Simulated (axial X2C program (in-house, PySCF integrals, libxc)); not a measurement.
# YCN: the levels of the configuration d1 s1 p(π)0

Computed with an axial X2C code built on PySCF integrals: two-component X2C with atomic mean-field Coulomb and Gaunt terms, basis Y dyall-v3z, C dyall-v3z, N dyall-av3z (cores contracted in-house). Orbitals come from Hartree–Fock averaged over the configuration Y d1 s1 p(π)0; CI then distributes these electrons over the d, s, p(π) shells of Y.

Y–C–N held linear, bonds 2.439 and 1.160 Å (the second held) (near the minimum of the configuration average).

Lowest levels of this model:

| Ω | energy (cm⁻¹) | g∥ | μ (D) | configuration |
| --- | --- | --- | --- | --- |
| 0 | 0 | 0.00 | -6.27 | 80% s2 + 13% d1 s1 |
| 1 | 4030 | 0.01 | -7.00 | 100% d1 s1 |
| 2 | 4184 | 4.01 | -7.00 | 100% d1 s1 |
| 3 | 4365 | 8.00 | -7.02 | 100% d1 s1 |
| 0 | 5574 | 0.00 | -5.88 | 97% d1 s1 |
| 0 | 5604 | 0.00 | -5.90 | 97% d1 s1 |
| 1 | 5708 | 2.00 | -5.92 | 97% d1 s1 |
| 2 | 5832 | 5.98 | -5.95 | 97% d1 s1 |
| 2 | 7758 | 4.01 | -5.31 | 86% d1 s1 + 9% d2 |
| 1 | 8306 | 3.96 | -4.54 | 98% d1 s1 |
| 0 | 8336 | 0.00 | -4.51 | 99% d1 s1 |
| 1 | 9411 | 2.03 | -7.70 | 83% d1 s1 + 12% d2 |
| 0 | 15591 | 0.00 | -6.61 | 51% d1 s1 + 35% d2 |
| 0 | 17677 | 0.00 | -8.69 | 76% s1 p(π)1 + 13% d1 p(π)1 |
| 0 | 17706 | 0.00 | -8.65 | 75% s1 p(π)1 + 13% d1 p(π)1 |
| 1 | 17915 | 2.00 | -8.66 | 75% s1 p(π)1 + 14% d1 p(π)1 |
| 2 | 17925 | 2.00 | -7.97 | 74% d2 + 26% d1 p(π)1 |
| 2 | 18191 | 6.00 | -8.63 | 74% s1 p(π)1 + 14% d1 p(π)1 |
| 3 | 18205 | 6.01 | -8.00 | 76% d2 + 24% d1 p(π)1 |
| 4 | 18489 | 10.00 | -8.04 | 76% d2 + 24% d1 p(π)1 |
| 0 | 19142 | 0.00 | -7.52 | 84% d2 + 16% d1 p(π)1 |
| 1 | 19178 | 3.80 | -7.51 | 84% d2 + 16% d1 p(π)1 |
| 0 | 19631 | 0.00 | -7.80 | 84% d2 + 14% d1 p(π)1 |
| 2 | 19713 | 5.97 | -7.80 | 84% d2 + 13% d1 p(π)1 |
| 0 | 19726 | 0.00 | -7.75 | 84% d2 + 15% d1 p(π)1 |
| 3 | 20956 | 8.00 | -8.10 | 99% d2 |
| 0 | 24575 | 0.00 | -9.85 | 100% d1 p(π)1 |

g∥ is the magnitude of 2⟨Lz + ge Sz⟩ for the +Ω component. μ is positive if the N end is positive.

This point took 6.4 s on 1 thread of Intel(R) Xeon(R) Platinum 8488C (Sapphire Rapids), on a shared host.

Dynamic correlation is missing, so gaps between terms are too wide and other configurations may lie lower; the lowest level listed is that of this model, not necessarily the ground state. The lowest levels belong to s2, not to the averaged configuration, so orbitals and distance suit them less well. For d shells the ligand-field splittings (σ, π, δ) and their order can be off by a thousand cm⁻¹ or more. At most 6 roots were kept for each Ω > 0 (twice that for Ω = 0) within 3.2 eV of the lowest, so higher up levels can be missing between those listed; levels with Ω > 0 are doubly degenerate and listed once, Ω = 0 levels singly. Some active spinors are only partly of the character that their shell is named for, so the shell names and counts are nominal. States that fill the shells left empty in the average are placed too high. The molecule was held linear; bending was not examined.
